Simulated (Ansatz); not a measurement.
A nudged elastic band was laid between two geometries of ClGeH2 (4 atoms, charge 0, multiplicity 2).

All numbers below come from UKS B3LYP-D4/def2-TZVP in Ansatz 0.2.0.

| Item | Value |
| --- | --- |
| movable images | 5 |
| climbing image | yes |
| spring | 5.0 eV/Å² |
| optimiser | quadratic models (default) |
| start path | IDPP |
| force threshold | 0.03 eV/Å |
| iteration limit | 60 |
| end points | relaxed |

Initial state:

```xyz
4
Properties=species:S:1:pos:R:3
Cl -1.574 0.310 1.001
Ge 0.110 -0.462 -0.146
H 0.076 0.263 -1.517
H 1.388 -0.111 0.661
```

Final state:

```xyz
4
Properties=species:S:1:pos:R:3
Cl -1.589 -0.555 0.862
Ge 0.127 0.481 0.006
H 0.076 0.224 -1.523
H 1.387 -0.150 0.655
```

(1) Which bonds break or form, and what moves?

(2) Give the energies along the band, and the barrier.

(3) What is the geometry of the highest image?

(4) What are the harmonic wavenumbers there?

The band took 3 iterations and of the order of 40 core-seconds.

## Answers

(1) No bond is made or broken. The height of Ge2 over the plane of its neighbours goes from 0.60 to -0.60 Å. The two ends are copies of one structure, up to a mirror image or an exchange of like atoms.

(2) It converged. The highest image is number 3 of 0 to 6, 12.8 kcal/mol above the ends, which have the same energy within 2 meV. A vibrational analysis at the climbing image gives one clearly imaginary mode, 895i cm⁻¹: a first-order saddle point.

```csv
image,path coordinate (Å),energy (kcal/mol),height of Ge2 over the plane of its neighbours (Å)
0,0.00,0.0,0.60
1,0.18,2.4,0.42
2,0.36,8.7,0.21
3,0.54,12.8,0.00
4,0.73,8.7,-0.21
5,0.91,2.4,-0.42
6,1.09,0.0,-0.60
```

(3) 
```xyz
4
Properties=species:S:1:pos:R:3
Cl -1.663 -0.134 0.978
Ge 0.184 0.015 -0.109
H 0.041 0.259 -1.595
H 1.438 -0.139 0.725
```

(4) 895i, 429, 536, 798, 2215, 2262 cm⁻¹.

Run time: 22 s on 2 threads of Intel(R) Xeon(R) 6975P-C (Granite Rapids), with other jobs on the host, peak memory 0.24 GiB.
